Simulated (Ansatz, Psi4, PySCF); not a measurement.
BiI₃ (SMILES [I][Bi]([I])[I]), singlet, geometry from GFN2-xTB (such geometries of metal compounds can be far from the true shape) (core potentials on Bi, I). Base run: PySCF with REVPBE/def2-SVPD.

Input for PySCF:
```python
from pyscf import gto, scf, dft

mol = gto.M(
    atom='''
Bi   -0.00303733   -0.01332568    0.92117636
I     0.41268267   -2.36086336   -0.51376290
I     1.84681524    1.54675341   -0.45250688
I    -2.25474133    0.83497847   -0.47632715
''',
    basis='def2-svpd',
    ecp={'Bi': 'def2-svpd', 'I': 'def2-svpd'},
    verbose=4,
)

mf = dft.RKS(mol)
mf.xc = 'revpbe'
mf.kernel()
```

The same geometry, method and basis name were run in Ansatz (a first-principles code) and Psi4 and PySCF, at each program's defaults and at the settings that a row names. The base is PySCF at its defaults. Differences at the defaults can come from grids, fitting, cores and function types together.

```json
[
 {"code and settings": "PySCF, defaults (exact integrals, its default grid, spherical functions)", "ΔE vs base (mEh)": "0.000", "basis functions": "137", "E (Eh)": "-1108.07417", "SCF cycles": "14", "dipole (D)": "2.43"},
 {"code and settings": "Psi4, defaults (density fitting with its default set, its default grid, spherical functions)", "ΔE vs base (mEh)": "-0.097", "basis functions": "137", "E (Eh)": "-1108.07426", "SCF cycles": "10", "dipole (D)": "2.43"},
 {"code and settings": "Ansatz, defaults (factorised integrals, its default grid, spherical functions)", "ΔE vs base (mEh)": "0.006", "basis functions": "137", "E (Eh)": "-1108.07416", "SCF cycles": "-", "dipole (D)": "-"},
 {"code and settings": "PySCF, density fitting with def2-universal-jkfit", "ΔE vs base (mEh)": "-0.016", "basis functions": "137", "E (Eh)": "-1108.07418", "SCF cycles": "14", "dipole (D)": "2.43"},
 {"code and settings": "PySCF, fine grid", "ΔE vs base (mEh)": "0.013", "basis functions": "137", "E (Eh)": "-1108.07415", "SCF cycles": "14", "dipole (D)": "2.43"},
 {"code and settings": "Psi4, exact integrals, spherical functions, fine grid", "ΔE vs base (mEh)": "0.000", "basis functions": "137", "E (Eh)": "-1108.07417", "SCF cycles": "13", "dipole (D)": "2.43"},
 {"code and settings": "Ansatz, high accuracy", "ΔE vs base (mEh)": "0.007", "basis functions": "137", "E (Eh)": "-1108.07416", "SCF cycles": "-", "dipole (D)": "-"}
]
```
